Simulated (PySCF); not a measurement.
Homolysis of single bonds, series B Br-H. All species are isolated molecules in the gas phase. Strings in code marks are SMILES.

The highest occupied spin orbital from two functionals at the same geometries (B3LYP-D3(BJ)/def2-TZVP), both in PySCF: PBE-D3(BJ)/def2-TZVP and B3LYP-D3(BJ)/def2-TZVP. B3LYP has the VWN-RPA correlation part, as in Gaussian. 

| species | PBE-D3(BJ)/def2-TZVP (eV) |
|---|---|
| radical fragment (`Br[B]Br`) | -5.08 |
| radical fragment (`[Br]`) | -7.43 |
| radical fragment (`Br[BH]`) | -4.91 |
| radical fragment (`[BH2]`) | -4.91 |

Question: What does B3LYP-D3(BJ)/def2-TZVP give for each?

Answer: 
- radical fragment (`Br[B]Br`): -6.06
- radical fragment (`[Br]`): -8.51
- radical fragment (`Br[BH]`): -5.91
- radical fragment (`[BH2]`): -5.87
Over these rows, drawn at random from the members with no instability flagged (it was tested for open shells, ions and some series alone), PBE minus B3LYP-D3(BJ): mean +1.00 eV, from +0.95 eV to +1.08 eV.
